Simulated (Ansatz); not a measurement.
Harmonic frequencies (cm⁻¹) at PBE0-D4/def2-TZVP from Ansatz: 189, 339, 425, 529, 697, 715, 825, 931, 959, 1225, 1404, 1713, 2731, 3196, 3295.

Each molecule was computed in one conformer, which needn't be the lowest.

(1) Which molecule is it?
A. `C=C(F)S`
B. `[O]1[SiH2][SnH2]1`
C. `O=CC1CO1`
D. `F/C=C\S`

Results:

(1) A.
